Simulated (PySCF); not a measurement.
chloro(difluoro)methane (CHClF₂), SMILES FC(F)Cl. Heavy atoms are numbered as in [F:1][CH:2]([F:3])[Cl:4]. Hydrogens are named by the atom that carries them.

Geometry optimised at PBE0-D3(BJ)/def2-SVP.

Computed with PySCF with PBE/def2-TZVPD.

ESP charges are fitted to the potential on shells at 1.4 to 2.0 van der Waals radii. Atomic charges (e), one atom of each kind:

```csv
atom,ESP fit,meta-Löwdin
F1,-0.08,-0.24
C2 (CH),0.08,0.43
Cl4,-0.08,-0.08
H on C2,0.16,0.12
```
